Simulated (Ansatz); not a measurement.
Abridged output of a molecular run in Ansatz:

```
Functional definition: HF
1063 factors; integrals over basis functions are off by at most 1.2e-3 eV
mean field evaluation 1: about -70200.0991 eV, gradient 3.5e1 eV
mean field evaluation 2: about -70200.3433 eV, gradient 3.5e1 eV
mean field evaluation 4: about -70203.2727 eV, gradient 3.5e0 eV
mean field evaluation 8: about -70203.3313 eV, gradient 2.7e-1 eV
mean field -70203.33176406 eV, -2579.9248568019 hartree, gradient 8.0e-6 eV, S^2 0.000000; 0 other end points of the search recorded, 0 dependent functions left out
15 core orbitals not correlated: weight in the atoms' cores, before any rotation towards them, 1.000 or more for the frozen orbitals, at most 0.000 for the correlated occupied ones
reference -70203.33176406 eV, -2579.9248568019 hartree; 14, 14 occupied and 148, 148 virtual orbitals, 1063 factors
second order -16.36445332 eV of doubles, -0.00000000 eV of singles
cycle   1  -16.39752706 eV  change   -3.3e-2 eV  update   1.0e-1
cycle   2  -16.92440063 eV  change   -5.3e-1 eV  update   3.2e-2
cycle   3  -17.01346921 eV  change   -8.9e-2 eV  update   1.6e-2
cycle   4  -17.00048197 eV  change    1.3e-2 eV  update   4.5e-3
cycle   5  -17.00128715 eV  change   -8.1e-4 eV  update   2.3e-3
cycle   6  -17.00139647 eV  change   -1.1e-4 eV  update   7.4e-4
cycle   7  -17.00103926 eV  change    3.6e-4 eV  update   3.0e-4
cycle   8  -17.00116279 eV  change   -1.2e-4 eV  update   1.1e-4
cycle   9  -17.00117082 eV  change   -8.0e-6 eV  update   4.6e-5
cycle  10  -17.00114708 eV  change    2.4e-5 eV  update   1.9e-5
perturbative correction -0.74115408 eV, -0.0272369102 hartree
Total energy: -70221.07406522 eV, -2580.5768743433 hartree
```

Its atoms:

Z-matrix (Å, degrees):
```
Si
As 1 2.291
N 1 1.719 2 56.1
H 1 1.479 2 124.2 3 99.6
H 1 1.483 2 117.7 3 -109.2
H 2 1.529 1 95.8 3 -89.7
H 3 1.009 1 125.3 2 -110.6
```

Question: Which basis set was used?
A. def2-TZVPP
B. def2-SVP
C. cc-pV(D+d)Z
D. def2-SVPD

Answer: A. It gives 177 functions.

Question: Write the keys of the input that set method, charge and spin (a neutral closed shell needs none for the last two).

Answer: 
```yaml
correlation: {method: ccsd_t}
```
